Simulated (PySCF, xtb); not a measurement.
C₄H₅FO, SMILES O1C=C([C@@H]1C)F.

Harmonic wavenumbers (cm⁻¹) from GFN2-xTB (xtb 6.7.1) at its own minimum, in rising order: 178, 190, 240, 344, 433, 564, 672, 780, 861, 925, 1022, 1052, 1078, 1128, 1138, 1220, 1247, 1311, 1393, 1465, 1479, 1741, 2956, 3047, 3049, 3051, 3173.

**Question.** What does r2SCAN-D4/def2-SVP run with PySCF 2.14.0 give at its own minimum? (The exact figures need the calculation; the answer reports its results.)

**Answer.** 184, 245, 258, 367, 462, 582, 690, 808, 825, 861, 1009, 1042, 1081, 1147, 1178, 1283, 1291, 1366, 1388, 1455, 1461, 1753, 3041, 3072, 3142, 3155, 3258. Paired by order, the mean absolute difference is 36 cm⁻¹ and the zero-point energies are 51.1 and 52.0 kcal/mol.
